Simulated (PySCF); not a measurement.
B(vinyl)(OMe)(NH2) (C₃H₈BNO), SMILES C=CB(N)OC. Atoms are numbered in the order given.

```xyz
14

B     -0.4117    -0.0324     0.0000
C     -0.3720    -1.5992     0.0000
C      0.7728    -2.2924     0.0000
H     -1.3140    -2.1647     0.0000
H      0.8023    -3.3875     0.0000
H      1.7366    -1.7717     0.0000
O      0.7907     0.6295     0.0000
C      0.8626     2.0211     0.0000
H      0.3858     2.4631    -0.8952
H      1.9206     2.3227     0.0000
H      0.3858     2.4631     0.8952
N     -1.6429     0.6565     0.0000
H     -2.5257     0.1665     0.0000
H     -1.7389     1.6620     0.0000
```
Charge 0, spin multiplicity 1.

Coordinates come from a PBE0-D3(BJ)/def2-SVP optimisation. The values are those of a single conformer.

These are PySCF with PBE/def2-TZVP values and carry that method's errors.

ESP charges are fitted to the potential on shells at 1.4 to 2.0 van der Waals radii. Atomic charges (e):

```tsv
atom	ESP fit	IAO
B1	0.62	0.34
C2	-0.39	?
C3	-0.30	?
H4	0.17	0.14
H5	0.16	0.14
H6	0.12	0.15
O7	-0.21	?
C8	-0.37	?
H9	0.13	0.12
H10	0.15	0.16
H11	0.13	0.12
N12	-1.00	?
H13	0.39	0.28
H14	0.39	0.27
```

### Question
Some entries are withheld; supply them. (Estimate from the structure and the level; the computed values follow.)

### Answer

- C2, IAO: -0.28
- C3, IAO: -0.27
- O7, IAO: -0.38
- C8, IAO: -0.21
- N12, IAO: -0.58

### Question
Give the Mayer and Wiberg (Löwdin basis) orders of the bonds. (The exact figures need the calculation; the answer reports its results.)

### Answer

```csv
bond,Mayer,Wiberg
B1–C2,1.02,1.17
C2–C3,1.93,2.12
C2–H4,0.93,0.81
C3–H5,0.95,0.89
C3–H6,0.94,0.88
B1–O7,1.24,1.76
O7–C8,0.99,1.47
C8–H9,0.96,0.92
C8–H10,0.97,0.93
C8–H11,0.96,0.92
B1–N12,1.29,1.78
N12–H13,0.92,0.90
N12–H14,0.91,0.90
```
